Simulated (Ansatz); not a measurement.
C$_{3}$H$_{10}$AlClO, SMILES `C[OH+][Al-]([CH3])([CH3])[Cl]`, relaxed with RKS PBE0-D4/def2-TZVP in Ansatz from a PBE-D4/def2-SVP geometry. The force threshold is 0.005 eV/Å; the program also tests the step.

Charge 0, multiplicity 1.

Start:

```xyz
16

C     1.635    1.259    0.869
O     0.711    1.196   -0.232
Al   -0.461   -0.394   -0.674
C     0.230   -1.824    0.491
C    -2.308    0.265   -0.598
Cl    0.456   -0.344   -2.684
H     1.043    1.155    1.796
H     2.381    0.440    0.823
H     2.144    2.242    0.872
H     1.179    1.242   -1.102
H     0.049   -1.625    1.570
H     1.317   -2.006    0.358
H    -0.280   -2.785    0.264
H    -2.621    0.516    0.438
H    -2.455    1.170   -1.223
H    -3.019   -0.505   -0.969
```

| step | energy (eV) | largest force (eV/Å) | largest move (Å) |
| --- | --- | --- | --- |
| 1 | -24433.2789 | 0.556 | 0.000 |
| 2 | -24433.3364 | 0.297 | 0.030 |
| 3 | -24433.3463 | 0.119 | 0.032 |
| 4 | -24433.3467 | 0.139 | 0.038 |
| 5 | -24433.3488 | 0.074 | 0.041 |
| 6 | -24433.3500 | 0.036 | 0.026 |
| 7 | -24433.3504 | 0.034 | 0.022 |
| 8 | -24433.3507 | 0.061 | 0.038 |
| 9 | -24433.3509 | 0.058 | 0.029 |
| 10 | -24433.3511 | 0.045 | 0.038 |
| 11 | -24433.3512 | 0.030 | 0.020 |
| 12 | -24433.3513 | 0.017 | 0.023 |
| 13 | -24433.3513 | 0.009 | 0.003 |
| 14 | -24433.3513 | 0.006 | 0.003 |
| 15 | -24433.3513 | 0.003 | 0.002 |

End:

```xyz
16

C     1.529    1.270    0.886
O     0.768    1.126   -0.317
Al   -0.423   -0.411   -0.720
C     0.255   -1.834    0.443
C    -2.231    0.299   -0.540
Cl    0.350   -0.476   -2.751
H     0.828    1.190    1.713
H     2.280    0.482    0.968
H     1.999    2.253    0.902
H     1.322    1.213   -1.106
H     0.091   -1.628    1.506
H     1.323   -2.028    0.300
H    -0.264   -2.774    0.227
H    -2.460    0.580    0.494
H    -2.388    1.182   -1.166
H    -2.978   -0.444   -0.838
```

Run time 100 s (4 threads of an Arm Neoverse V2 on a shared host); peak host memory 0.9 GiB.
